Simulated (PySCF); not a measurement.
# A small calculation by hand: entropy of an ideal gas

CdFCl, SMILES [F][Cd][Cl].

The structure is a stationary point at B3LYP-D3(BJ)/def2-TZVP. The def2 effective core potentials stand for the cores of Cd; spin–orbit coupling is left out.

B3LYP-D3(BJ)/def2-TZVP in PySCF gives the harmonic wavenumbers 111, 111, 360, 586 cm⁻¹ and the rotational temperature 0.0997 K. The molar mass is 166.86 g/mol, the symmetry number 1, the spin multiplicity 1.

### Question
Work out the entropy at 298.15 K and 1 atm in the rigid-rotor, harmonic-oscillator model.

### Answer

Translation (Sackur–Tetrode at 1 atm): S = R[1.5 ln M + 2.5 ln T − 1.16487] = 172.6 J/(mol K).
Rotation: q = T/(σ θ) = 2990, S = R[ln q + 1] = 74.9 J/(mol K).
Vibration: with u = 1.4388 ν/T, each mode gives R[u/(e^u − 1) − ln(1 − e^−u)]:
```csv
ν (cm⁻¹),modes,u,S (J/(mol K))
111,2,0.54,27.21
360,1,1.74,4.69
586,1,2.83,1.98
```
These are all the modes. Sum 33.9 J/(mol K).
Spin: R ln 1 = 0.0 J/(mol K).
Total 281.3 J/(mol K); the program's own thermochemistry gives 281.3. Translation makes up 61 % and vibration 12 %. Anharmonicity, hindered rotation and orbital degeneracy are left out.
